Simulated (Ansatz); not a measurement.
Reaction (atomization): `CC(C)[CH2][Al]([CH3])[CH2]C(C)C` → Al• + 9 C• + 21 H•

Program: Ansatz. Geometries: PBE0-D4/def2-TZVP. ΔE: electronic, gas phase. CBS: MP2 limit from def2 TZ/QZ plus the TZ coupled-cluster correction, frozen cores. This one scheme is used for every species, atoms too. DFT in def2-TZVPP. No spin–orbit coupling; open shells (•) take unrestricted orbitals. Spin–orbit coupling would lower the free atoms: a little for Al, C. Each species was taken in one conformer, which may not be the lowest.

CCSD(T)/CBS gives +2891.5 kcal/mol.

Q: Another level gave +2817.2 kcal/mol. Which?
A. BHLYP/def2-TZVPP
B. revPBE-D4/def2-TZVPP
C. ωB97X-V/def2-TZVPP
D. ωB97M-V/def2-TZVPP

A: A. BHLYP 2817.2, revPBE-D4 2877.7, ωB97X-V 2895.5, ωB97M-V 2899.5 kcal/mol.

Largest T1 diagnostic among the species: 0.018.

At CCSD(T), def2-SVP lies −107.4 kcal/mol from the extrapolated value and def2-TZVPP −58.8 kcal/mol: correlation converges slowly with the basis, and small sets miss more of it in the bonded molecule than in its fragments. The D4 term adds +27.1 kcal/mol with B3LYP and +14.8 kcal/mol with PBE0; it sums over pairs of atoms, weighted by their polarisabilities, and B3LYP, whose exchange is more repulsive, gets the larger term. From r2SCAN to r2SCAN0 (25 % exact exchange), in def2-TZVPP and without D4, ΔE moves by −21.5 kcal/mol: exact exchange takes away binding that semilocal exchange gives to molecules.

B3LYP here is the variant with VWN-RPA as its local correlation; programs differ in this.

For atomizations the MP2-based limit and the directly extrapolated one differ by several kJ/mol either way, and by 10 to 25 for some Ge, Se and Sn compounds, so smaller differences from it don't rank the levels.
